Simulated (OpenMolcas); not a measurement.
Computed levels of 4s2 4p2 in ions with 32 electrons, in cm-1 above 3P0.

* Program: OpenMolcas 26.06
* Method: CASSCF
* Basis: ANO-R3
* Scalar Hamiltonian: X2C, finite nucleus
* Spin-orbit coupling: state interaction with AMFI integrals over the reference wave functions, term energies averaged over their components

Active space for each ion: 2 electrons in 3 orbitals (4p).

```
Level     Ge   Se2+   Kr4+
  3P1    465   1471   3158
  3P2   1239   3559   6945
  1D2   9354  15467  21829
  1S0  21750  34273  45444
```

Q: Estimate 3P2, 1D2, 1S0 for As+ from its neighbours Ge and Se2+.

A: 3P2 is fine structure, which grows about as the fourth power of a screened charge, so the fourth roots are averaged: ((1239^0.25 + 3559^0.25) / 2)^4 = 2174. The calculation gives 2285, so the estimate is off by -4.9 %; the measured value is 2541 (NIST Handbook of Basic Atomic Spectroscopic Data).
1D2 is another term, which grows about linearly with the charge: (9354 + 15467) / 2 = 12410. The calculation gives 12494, so the estimate is off by -0.7 %; the measured value is 10096 (NIST Handbook of Basic Atomic Spectroscopic Data).
1S0 is another term, which grows about linearly with the charge: (21750 + 34273) / 2 = 28012. The calculation gives 28389, so the estimate is off by -1.3 %; the measured value is 22599 (NIST Handbook of Basic Atomic Spectroscopic Data).

With the s shell closed, the reference lacks s² → p² mixing. Without dynamic correlation excited terms often stand tens of per cent too high (terms of higher spin than the ground term too low), and those without a measured partner can miss by more than the paired ones (holds for Ge; As+). Computed and measured levels are paired by configuration, term and J; levels that our copy of the source lacks, or whose pairing is in doubt (as where it misses far off the trend of its configuration), stay unpaired and out of the deviations. Only configurations of the active space appear.
